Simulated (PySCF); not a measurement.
An unknown is described by computed data only.

Formula: C5H12OP2.

| Property | Result |
| --- | --- |
| Rotational structure | rotational constants A, B, C: 1.298, 1.200, 0.668 GHz [PBE0-D3(BJ)/def2-SVP] |
| UV, first state | lowest singlet excitation: 5.71 eV (217 nm, f = 0.071) [TDDFT B3LYP/def2-SVPD] |
| XPS | P2p3/2 135.8, P2p3/2 136.3, C1s 290.2, C1s 290.5, C1s 290.7 (×2), C1s 291.7, O1s 538.7, P1s 2149.4, P1s 2149.9 eV [ΔSCF SCAN, pcX-2 on the ionised atom, pcseg-1 elsewhere, spin-free X2C, 2p3/2 from a spin–orbit splitting computed afterwards within the 2p shell] |
| NMR, other nuclei | isotropic shieldings of nuclei other than C and H, by class: 299 (1 O), 344 (1 P), 495 (1 P) ppm [GIAO KT2/pcSseg-1] |
| 13C NMR | chemical shifts (computed TMS as zero) by class: 70.9 (1 C), 18.5 (1 C), 8.9 (1 C), 5.0 (2 C) ppm [GIAO KT2/pcSseg-1] |
| 1H NMR | chemical shifts (computed TMS as zero) by class: 4.06 (2 H), 3.29 (2 H), 1.86 (2 H), 0.68 (2 H), 0.32 (2 H), 0.08 (1 H), -0.87 (1 H) ppm [GIAO KT2/pcSseg-1] |
| Dipole | 1.24 D [B3LYP/def2-SVPD] |

Electronic properties: PySCF, gas phase, density fitting. Levels stand in brackets. Isolated species at its PBE0-D3(BJ)/def2-SVP geometry (one conformer only). NMR values are class means; diastereotopic atoms form classes of their own.

Q: What is the compound? Reason from the data.

A: Numbering: `[OH:1][CH2:2][P:3]([CH2:4][PH2:5])[CH:6]1[CH2:7][CH2:8]1`. 5 carbons fall into 4 classes; from least to most shielded: carbinol carbon (C–OH) [C2] (70.9 ppm), chain sp3 carbon bound to phosphorus [C4] (18.5 ppm), ring sp3 carbon bound to phosphorus [C6] (8.9 ppm), three-membered-ring carbon [C7/C8] (5.0 ppm, 2 C, up to 2.5 ppm apart in this geometry). Hydrogen classes from least to most shielded: 2 H on a carbinol carbon (C–OH), C2 (4.06 ppm, a mean of values up to 0.7 ppm apart in this geometry), 2 H on a phosphine phosphorus, P5 (3.29 ppm), 2 H on an sp3 carbon bound to phosphorus, C4 (1.86 ppm, a mean of values up to 1.5 ppm apart in this geometry), 2 H on 2 three-membered-ring carbons, C7/C8 (0.68 ppm), 2 H on 2 three-membered-ring carbons, C7/C8 (0.32 ppm), 1 H on an sp3 carbon bound to phosphorus, C6 (0.08 ppm), 1 H on an alcohol oxygen, O1 (-0.87 ppm). The other shieldings belong to: 299 ppm, alcohol oxygen [O1]; 344 ppm, phosphine phosphorus [P3]; 495 ppm, phosphine phosphorus [P5]. The core levels belong to: P2p3/2 135.8 eV, phosphine phosphorus [P3]; P2p3/2 136.3 eV, phosphine phosphorus [P5]; C1s 290.2 eV, sp3 carbon bound to phosphorus [C4]; C1s 290.5 eV, sp3 carbon bound to phosphorus [C6]; C1s 290.7 eV, three-membered-ring carbon [C7/C8]; C1s 291.7 eV, carbinol carbon (C–OH) [C2]; O1s 538.7 eV, alcohol oxygen [O1]; P1s 2149.4 eV, phosphine phosphorus [P3]; P1s 2149.9 eV, phosphine phosphorus [P5]. One atom of each topological class was ionised and stands for its class. The optimised geometry has point group C1 and is an asymmetric top. Structure: `OCP(CP)C1CC1`. The assignments are read from this structure; whether some other isomer fits the data as well wasn't checked.
